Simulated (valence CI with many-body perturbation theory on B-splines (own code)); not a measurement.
**E1 line list for Dy61+**

Level of theory: relativistic CI+MBPT: three valence electrons over a frozen Dirac-Fock core [He], radial functions for each j: 11 s, 11 p, 10 d, 8 f, 5 g, 2 h, with the one-electron correlation potential Σ1 (screened to all orders), the two-electron term Σ2, the three-electron term Σ3, Breit, model QED; selected single and double excitations, second order for the rest, scaled by the run's own slope (own B-spline code, finite nucleus).

No measured spectrum was set against this ion. As an estimate, large intervals hold to a few tenths of a per cent, small ones and those within an open d or f shell to about a per cent.

Lines 151 to 200 of 576 in falling wavelength, among levels below 11812 eV, chosen from the strongest by gf and those to the six lowest levels. Wavelengths and rates use the calculated energies. Electric multipoles are in the length gauge with retardation, E1 and E2 with the static RPA response of the core. Weak lines are less certain than strong ones. Lines between different terms over intervals too small for the method are left out, as are lines whose strength nearly cancels.

Levels are named by their leading jj configuration (3d3/2^4 stands for four electrons in 3d with j = 3/2), which in mixed levels can hold well under half, so a name can repeat and another be missing. Letters in brackets count levels of one name in rising energy.

```tsv
λ vac (Å)	Upper	Lower	A (s⁻¹)	S (a.u.)
11.69	(2p3/2^2 3d5/2) J=5/2 [a]	(2s 2p3/2 3d5/2) J=5/2 [b]	1.14e+12	5.40e-03
11.69	(2p3/2^2 3d5/2) J=3/2	(2s 2p3/2 3d5/2) J=3/2 [b]	1.59e+12	5.00e-03
11.65	(2p3/2^2 3d5/2) J=3/2	(2s 2p3/2 3d5/2) J=5/2 [b]	1.04e+12	3.26e-03
11.64	(2p3/2^2 3p3/2) J=3/2 [a]	(2s 2p3/2 3p3/2) J=1/2 [b]	2.20e+12	6.85e-03
11.63	(2p1/2 2p3/2^2) J=3/2	(2s 2p1/2 2p3/2) J=1/2	2.22e+12	6.89e-03
11.50	(2p1/2 2p3/2 3d5/2) J=3/2 [a]	(2s 2p1/2 3d5/2) J=3/2	1.26e+12	3.79e-03
11.48	(2p1/2 2p3/2 3d5/2) J=5/2 [a]	(2s 2p1/2 3d5/2) J=5/2 [b]	9.70e+11	4.35e-03
11.48	(2p1/2 2p3/2 3p3/2) J=3/2 [a]	(2s 2p1/2 3p3/2) J=3/2 [b]	1.35e+12	4.04e-03
11.42	(2p1/2 2p3/2 3d3/2) J=5/2 [a]	(2s 2p1/2 3d3/2) J=5/2	1.40e+12	6.19e-03
11.42	(2p1/2 2p3/2^2) J=5/2	(2s 2p1/2 2p3/2) J=3/2 [b]	2.68e+12	1.18e-02
11.39	(2p1/2 2p3/2 3p1/2) J=3/2 [a]	(2s 2p1/2 3p1/2) J=3/2	1.27e+12	3.72e-03
11.38	(2p1/2 2p3/2 3s) J=3/2 [b]	(2s 2p1/2 3s) J=1/2 [b]	2.12e+12	6.19e-03
11.38	(2p1/2 2p3/2 3d5/2) J=9/2	(2s 2p1/2 3d5/2) J=7/2	2.27e+12	1.65e-02
11.37	(2p1/2 2p3/2 3p3/2) J=7/2	(2s 2p1/2 3p3/2) J=5/2	2.58e+12	1.50e-02
11.37	(2p1/2 2p3/2 3d5/2) J=5/2 [a]	(2s 2p1/2 3d5/2) J=7/2	6.98e+11	3.04e-03
11.36	(2p3/2^3) J=3/2	(2s 2p3/2^2) J=3/2	5.88e+12	1.70e-02
11.35	(2p3/2^3) J=3/2	(2s 2p3/2^2) J=1/2	1.32e+12	3.81e-03
11.35	(2s 2p3/2 3d3/2) J=3/2 [b]	(2s^2 3d3/2) J=3/2	2.17e+12	6.28e-03
11.34	(2p3/2^2 3p3/2) J=1/2	(2s 2p3/2 3p3/2) J=1/2 [a]	2.51e+12	3.61e-03
11.34	(2p1/2 2p3/2 3p3/2) J=3/2 [b]	(2s 2p1/2 3p3/2) J=1/2	1.26e+12	3.62e-03
11.33	(2p3/2^2 3d5/2) J=5/2 [b]	(2s 2p3/2 3d5/2) J=3/2 [b]	7.97e+11	3.44e-03
11.33	(2p3/2^2 3p3/2) J=3/2 [b]	(2s 2p3/2 3p3/2) J=3/2 [b]	3.06e+12	8.79e-03
11.31	(2p1/2 2p3/2 3d5/2) J=5/2 [b]	(2s 2p1/2 3d5/2) J=3/2	1.11e+12	4.76e-03
11.31	(2s 2p3/2 3d5/2) J=7/2 [b]	(2s^2 3d5/2) J=5/2	3.30e+12	1.88e-02
11.31	(2p1/2 2p3/2 3d5/2) J=5/2 [b]	(2s 2p1/2 3d5/2) J=5/2 [b]	7.62e+11	3.26e-03
11.30	(2p3/2^2 3d5/2) J=7/2	(2s 2p3/2 3d5/2) J=7/2 [a]	1.23e+12	7.00e-03
11.30	(2p3/2^2 3p3/2) J=5/2	(2s 2p3/2 3p3/2) J=5/2 [a]	1.84e+12	7.89e-03
11.30	(2p3/2^2 3d5/2) J=5/2 [b]	(2s 2p3/2 3d5/2) J=5/2 [b]	2.34e+12	9.99e-03
11.29	(2p1/2 2p3/2 3d5/2) J=7/2 [a]	(2s 2p1/2 3d5/2) J=5/2 [a]	2.05e+12	1.17e-02
11.29	(2p3/2^2 3d3/2) J=3/2 [b]	(2s 2p3/2 3d3/2) J=1/2 [b]	1.13e+12	3.21e-03
11.29	(2p1/2 2p3/2 3d3/2) J=5/2 [b]	(2s 2p1/2 3d3/2) J=3/2 [b]	2.28e+12	9.71e-03
11.29	(2p1/2 2p3/2 3d3/2) J=3/2 [b]	(2s 2p1/2 3d3/2) J=1/2	1.19e+12	3.38e-03
11.28	(2s 2p3/2 3p3/2) J=5/2 [b]	(2s^2 3p3/2) J=3/2	3.66e+12	1.56e-02
11.27	(2p1/2 2p3/2 3d3/2) J=7/2	(2s 2p1/2 3d3/2) J=5/2	2.27e+12	1.28e-02
11.26	(2p1/2 2p3/2 3p1/2) J=5/2	(2s 2p1/2 3p1/2) J=3/2	2.58e+12	1.09e-02
11.26	(2p1/2 2p3/2 3p3/2) J=5/2 [a]	(2s 2p1/2 3p3/2) J=3/2 [a]	1.89e+12	7.99e-03
11.24	(2p1/2 2p3/2 3p1/2) J=3/2 [b]	(2s 2p1/2 3p1/2) J=1/2 [b]	2.67e+12	7.50e-03
11.24	(2p1/2 2p3/2 3d5/2) J=7/2 [b]	(2s 2p1/2 3d5/2) J=5/2 [b]	1.25e+12	7.02e-03
11.24	(2p3/2^2 3d3/2) J=3/2 [b]	(2s 2p3/2 3d3/2) J=5/2 [b]	2.66e+12	7.46e-03
11.23	(2p1/2 2p3/2 3d3/2) J=3/2 [b]	(2s 2p1/2 3d3/2) J=3/2 [b]	1.30e+12	3.63e-03
11.22	(2p3/2^2 3d5/2) J=7/2	(2s 2p3/2 3d5/2) J=5/2 [a]	1.13e+12	6.31e-03
11.21	(2p3/2^2 3p1/2) J=1/2	(2s 2p3/2 3p1/2) J=3/2 [b]	4.32e+12	6.00e-03
11.20	(2p3/2^2 3s) J=1/2	(2s 2p3/2 3s) J=3/2 [b]	4.26e+12	5.91e-03
11.20	(2p1/2 2p3/2 3s) J=5/2	(2s 2p1/2 3s) J=3/2	2.53e+12	1.05e-02
11.20	(2p1/2 2p3/2 3d3/2) J=1/2 [b]	(2s 2p1/2 3d3/2) J=1/2	2.39e+12	3.32e-03
11.19	(2p3/2^2 3p1/2) J=1/2	(2s 2p3/2 3p1/2) J=1/2	2.03e+12	2.81e-03
11.19	(2p1/2 2p3/2 3p1/2) J=1/2	(2s 2p1/2 3p1/2) J=1/2 [a]	2.59e+12	3.58e-03
11.19	(2s 2p3/2 3d3/2) J=5/2 [b]	(2s^2 3d3/2) J=3/2	3.22e+12	1.33e-02
11.18	(2p1/2 2p3/2 3d5/2) J=3/2 [b]	(2s 2p1/2 3d5/2) J=5/2 [b]	1.98e+12	5.47e-03
11.18	(2s 2p3/2 3p1/2) J=1/2	(2s^2 3p1/2) J=1/2	4.04e+12	5.57e-03
```
